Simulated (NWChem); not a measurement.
System: BNH2F2; SMILES B(F)(N)F

```xyz
6

B     -0.0006    -0.0412     0.0000
F      1.1322    -0.7497     0.0000
F     -1.1569    -0.7105     0.0000
N      0.0236     1.3587     0.0000
H     -0.8169     1.9161     0.0000
H      0.8834     1.8860     0.0000
```
Atoms are numbered in this order, from 1.

Computed with NWChem. Pople sets run with spherical d functions. The geometry was optimised at B3LYP/6-31G* (spherical d). Static field.

```
level                                isotropic polarisability (bohr³)  anisotropy (bohr³)
-----------------------------------  --------------------------------  ------------------
PBE/6-31+G*                                                      22.9                 7.5
B3LYP/6-31+G*                                                    21.7                 7.0
Hartree-Fock/6-31+G*                                             18.7                 5.4
LDA (Slater exchange, VWN5)/6-31+G*                              22.9                 7.6
```
